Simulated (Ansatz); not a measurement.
C2H7AsO, SMILES `OCC[AsH2]` at its PBE0-D4/def2-TZVP geometry, where that method's forces vanish. Total charge 0; spin multiplicity 1.

| atom | x (Å) | y (Å) | z (Å) |
| --- | --- | --- | --- |
| O1 | 1.533 | 0.130 | 0.512 |
| C2 | 0.400 | -0.710 | 0.454 |
| C3 | -0.842 | 0.147 | 0.435 |
| As4 | -1.093 | 1.309 | -1.147 |
| H5 | 2.322 | -0.413 | 0.463 |
| H6 | 0.369 | -1.371 | 1.334 |
| H7 | 0.424 | -1.348 | -0.441 |
| H8 | -0.855 | 0.801 | 1.311 |
| H9 | -1.729 | -0.488 | 0.492 |
| H10 | -0.884 | 0.193 | -2.167 |
| H11 | 0.357 | 1.751 | -1.246 |

Task: For each bond, give half the difference of the two atoms' forces along it (eV/Å; positive pushes the atoms apart) under PBE-D4, r2SCAN-D4, B3LYP-D4, ωB97M-V in def2-TZVPP. (Estimate.)

Result: The calculation gave: 
| bond | length (Å) | PBE-D4 | r2SCAN-D4 | B3LYP-D4 | ωB97M-V |
| --- | --- | --- | --- | --- | --- |
| O1–C2 | 1.412 | 0.34 | 0.30 | 0.34 | 0.29 |
| O1–H5 | 0.959 | 0.37 | 0.01 | -0.06 | -0.10 |
| C2–C3 | 1.509 | -0.06 | 0.03 | 0.07 | 0.15 |
| C2–H6 | 1.101 | 0.08 | -0.06 | -0.14 | -0.17 |
| C2–H7 | 1.099 | 0.08 | -0.07 | -0.13 | -0.14 |
| C3–As4 | 1.979 | 0.20 | 0.11 | 0.23 | -0.06 |
| C3–H8 | 1.093 | 0.12 | -0.04 | -0.11 | -0.09 |
| C3–H9 | 1.093 | 0.09 | -0.04 | -0.12 | -0.07 |
| As4–H10 | 1.526 | 0.23 | -0.02 | 0.03 | -0.11 |
| As4–H11 | 1.519 | 0.24 | -0.02 | 0.02 | -0.12 |

B3LYP here is the variant with VWN-RPA as its local correlation; programs differ in this.

Results of the Gaussian-basis code of Ansatz.
